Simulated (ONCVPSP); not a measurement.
**u(r) = r·R(r): atom against pseudo-atom (Cr (Z = 24))**

Columns: radius, all-electron u(r) and pseudo u(r) of the 3s shell (level -72.67 eV) of chromium in the configuration [Ne] 3s2 3p6 3d5.5 4s0.5; PBE, scalar-relativistic, ONCV scheme, ONCVPSP 4.0.1.

```json
{"r (bohr)": "0.082", "all-electron": "0.0104", "pseudo": "0.1640"}
{"r (bohr)": "0.165", "all-electron": "-0.5649", "pseudo": "0.3280"}
{"r (bohr)": "0.248", "all-electron": "-0.5376", "pseudo": "0.4869"}
{"r (bohr)": "0.330", "all-electron": "-0.1662", "pseudo": "0.6351"}
{"r (bohr)": "0.413", "all-electron": "0.2858", "pseudo": "0.7712"}
{"r (bohr)": "0.495", "all-electron": "0.6686", "pseudo": "0.8861"}
{"r (bohr)": "0.578", "all-electron": "0.9433", "pseudo": "0.9771"}
{"r (bohr)": "0.660", "all-electron": "1.1020", "pseudo": "1.0376"}
{"r (bohr)": "0.742", "all-electron": "1.1682", "pseudo": "1.0668"}
{"r (bohr)": "0.825", "all-electron": "1.1646", "pseudo": "1.0646"}
{"r (bohr)": "0.908", "all-electron": "1.1136", "pseudo": "1.0333"}
{"r (bohr)": "0.990", "all-electron": "1.0349", "pseudo": "0.9786"}
{"r (bohr)": "1.072", "all-electron": "0.9417", "pseudo": "0.9067"}
{"r (bohr)": "1.155", "all-electron": "0.8420", "pseudo": "0.8228"}
{"r (bohr)": "1.238", "all-electron": "0.7435", "pseudo": "0.7343"}
{"r (bohr)": "1.320", "all-electron": "0.6511", "pseudo": "0.6473"}
{"r (bohr)": "1.402", "all-electron": "0.5657", "pseudo": "0.5645"}
{"r (bohr)": "1.485", "all-electron": "0.4877", "pseudo": "0.4874"}
{"r (bohr)": "1.568", "all-electron": "0.4181", "pseudo": "0.4180"}
{"r (bohr)": "1.650", "all-electron": "0.3577", "pseudo": "0.3576"}
{"r (bohr)": "1.733", "all-electron": "0.3042", "pseudo": "0.3042"}
{"r (bohr)": "1.815", "all-electron": "0.2585", "pseudo": "0.2585"}
{"r (bohr)": "1.898", "all-electron": "0.2187", "pseudo": "0.2186"}
{"r (bohr)": "1.980", "all-electron": "0.1850", "pseudo": "0.1849"}
{"r (bohr)": "2.062", "all-electron": "0.1561", "pseudo": "0.1561"}
{"r (bohr)": "2.145", "all-electron": "0.1313", "pseudo": "0.1313"}
```

Problem. How many radial nodes do the two functions have?

Solution. The all-electron 3s function has n − l − 1 = 2; the pseudo-wave has 0, since the states of the same l below it are removed with the core.

Problem. At about which radius was the pseudo-wave matched?

Solution. 1.65 bohr. The columns agree to 0.0005 from 1.49 bohr on; several derivatives are matched, so the curves merge somewhat inside the radius.

Problem. Is the pseudo-wave norm-conserving?

Solution. Yes: the ONCV scheme keeps the norm inside the radius equal to the all-electron one, which fixes the energy derivative of the logarithmic derivative at the level.
